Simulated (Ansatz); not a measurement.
System: C$_{2}$H$_{6}$Br$_{3}$NSi (charge 0, singlet). 
Geometry from a B3LYP-D3(BJ)/def2-TZVP (Ansatz, a program for electronic structure) optimisation:
```xyz
13

C     -2.7754    -0.5914    -0.6642
N     -1.7874     0.4421    -0.3741
C     -2.3880     1.6639     0.1499
Si    -0.1689     0.0527    -0.0658
Br     0.1571    -0.7485     1.9987
Br     1.1046     1.8584    -0.2785
Br     0.5277    -1.5001    -1.4909
H     -2.3009    -1.4728    -1.0891
H     -3.3201    -0.8906     0.2387
H     -3.4983    -0.2112    -1.3911
H     -3.1090     2.0551    -0.5730
H     -2.9129     1.4800     1.0944
H     -1.6312     2.4264     0.3185
```

Basis-set convergence of Hartree-Fock and MP2 correlation energies (hartree) with Ansatz. Correlated levels leave the core frozen unless marked. No spin-orbit coupling. The frozen core is the preceding noble-gas configuration, with the filled d and f shells of earlier blocks. No relativistic terms.

| basis | functions | E(HF) | E(corr, MP2) |
|---|---|---|---|
| def2-SVPD | 255 | -8138.90710 | -0.95514 |
| def2-TZVPPD | 432 | ___ | ___ |

Problem. What belongs in the gaps?

Solution. 
- def2-TZVPPD, E(HF): -8140.09623
- def2-TZVPPD, E(corr, MP2): -1.16706
